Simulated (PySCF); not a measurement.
CH₄BrFOSi.

```xyz
9

Si    -0.4553     0.3377     0.4835
F     -0.6323     1.8765     0.0221
Br     1.5169    -0.3748    -0.1567
O     -1.5722    -0.5930    -0.2642
C     -2.9693    -0.4599    -0.1549
H     -0.5707     0.3107     1.9577
H     -3.3182     0.4909    -0.5910
H     -3.3057    -0.5089     0.8959
H     -3.4388    -1.2880    -0.7042
```

The structure is a stationary point at PBE0-D3(BJ)/def2-SVP. This is a generated structure with no PubChem entry under its InChIKey; it may be hypothetical. Other conformers were not sampled.

The numbers are results of PySCF with HF/pcSseg-1, not measurements. Non-relativistic, no solvent.

Computed absolute GIAO shielding of each atom: isotropic value and principal components (ppm):
| atom | σ(iso) | σ11 | σ22 | σ33 | span |
|---|---|---|---|---|---|
| Si1 | 421.2 | 391.3 | 427.8 | 444.5 | 53.2 |
| F2 | 346.6 | 309.6 | 330.8 | 399.3 | 89.7 |
| Br3 | 2674.3 | 2463.4 | 2553.3 | 3006.3 | 542.9 |
| O4 | 313.7 | 251.5 | 335.2 | 354.4 | 102.9 |
| C5 | 142.8 | 119.0 | 120.8 | 188.5 | 69.5 |
| H6 | 27.0 | 22.8 | 24.7 | 33.5 | 10.7 |
| H7 | 28.0 | 23.1 | 26.1 | 34.8 | 11.7 |
| H8 | 28.2 | 23.8 | 25.9 | 35.0 | 11.2 |
| H9 | 27.9 | 23.2 | 25.4 | 34.9 | 11.7 |
